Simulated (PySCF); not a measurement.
**M06-2X on C (carbon, neutral)**

Configuration: [He] 2s2 2p1 3s1, high-spin 3P determinant (an excited configuration). All numbers are calculated (PySCF 2.14, no relativity, point nucleus, in aug-cc-pwCVTZ).

| Quantity | Value |
| --- | --- |
| Total energy | -37.5587 hartree |
| One-electron energy | -48.8490 hartree |
| Hartree (Coulomb) energy | 16.2729 hartree |
| Exchange-correlation energy | -4.9826 hartree |
| Kinetic energy | 37.49737 hartree |
| ⟨S²⟩ | 2.0018 |
| ⟨L²⟩ | 2.014 |
| Sum of ⟨r⟩ | 9.817 bohr |
| Sum of ⟨r²⟩ | 33.75 bohr² |
| Traceless quadrupole moment −½Σ⟨3z² − r²⟩ along its main axis | -0.346 e·bohr² |
| Density at the nucleus (Gaussians lack the cusp) | 125 bohr⁻³ |
| Spin density at the nucleus | 0.449 bohr⁻³ |
| Langevin diamagnetic susceptibility | -26.7 ×10⁻⁶ cm³/mol |
| Time after the integrals | 1.8 s of wall time on 1 thread of Neoverse-V1 (shared host) |

```
shell  electrons  mean orbital energy (hartree)  rms radius, mean of both spins (bohr)
 1s α          1                      -11.00388                                  0.314
 1s β          1                      -10.98763                                  0.314
 2s α          1                       -0.87538                                   1.62
 2s β          1                       -0.79597                                   1.62
 2p α          1                       -0.55146                                   1.69
 3s α          1                       -0.10008                                   5.05
```

The outer electron is Rydberg-like, and this basis confines it to a smaller radius and binds it less than a complete one would.
